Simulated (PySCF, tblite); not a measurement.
C7H9N2 (doublet state).
Z-matrix (Å and degrees, GFN2-xTB geometry), rows numbered from 1:
```
C 
N   1  1.4418
C   2  1.3884  1  121.28
C   3  1.4059  2  122.80  1    13.35
C   4  1.3568  3  118.63  2   177.41
C   5  1.3745  4  125.89  3    -0.37
N   6  1.3913  5  123.15  4   177.69
C   6  1.4007  5  115.12  4     1.75
C   8  1.3798  6  121.13  5    -1.79
H   1  1.0988  2  113.22  3    58.49
H   1  1.0886  2  108.61  3   179.23
H   1  1.0907  2  109.45  3   -62.84
H   2  1.0105  1  113.84  3  -140.03
H   4  1.0786  3  120.59  2    -3.96
H   7  1.0089  6  114.68  5   160.20
H   7  1.0088  6  114.31  5    27.09
H   8  1.0818  6  118.78  5   179.79
H   9  1.0815  3  118.94  2     1.71
```

Jobs on this species (18 atoms, 65 electrons) with PySCF (density fitting) and tblite. Hardware of each: one thread of an Intel Xeon at 2.60 GHz, no GPU (shared host). The host was shared with other jobs, so the times are rough.

Problem. Rank these jobs by wall time, shortest first.
A. GFN2-xTB; Hessian by finite differences
B. UKS B3LYP, pcH-1 on C H N, non-relativistic, mean-field spin-orbit, GIAO; unrestricted SCF, g, hyperfine, density and orbital grids written; 315 basis functions
C. GFN2-xTB; L-BFGS relaxation

Solution. A (0.73 s), C (1.3 s), B (92 s).

All jobs:

```json
{"level and settings": "GFN2-xTB", "work": "Hessian by finite differences", "basis functions": "–", "SCF cycles": "–", "wall time": "0.73 s"}
{"level and settings": "GFN2-xTB", "work": "L-BFGS relaxation", "basis functions": "–", "SCF cycles": "–", "wall time": "1.3 s"}
{"level and settings": "UKS B3LYP, pcH-1 on C H N, non-relativistic, mean-field spin-orbit, GIAO", "work": "unrestricted SCF, g, hyperfine, density and orbital grids written", "basis functions": "315", "SCF cycles": "17", "wall time": "92 s"}
```

Problem. What do all jobs in the table cost together?

Solution. About 94 s; the longest takes about 98 % of that, and about 130 times as long as the shortest.
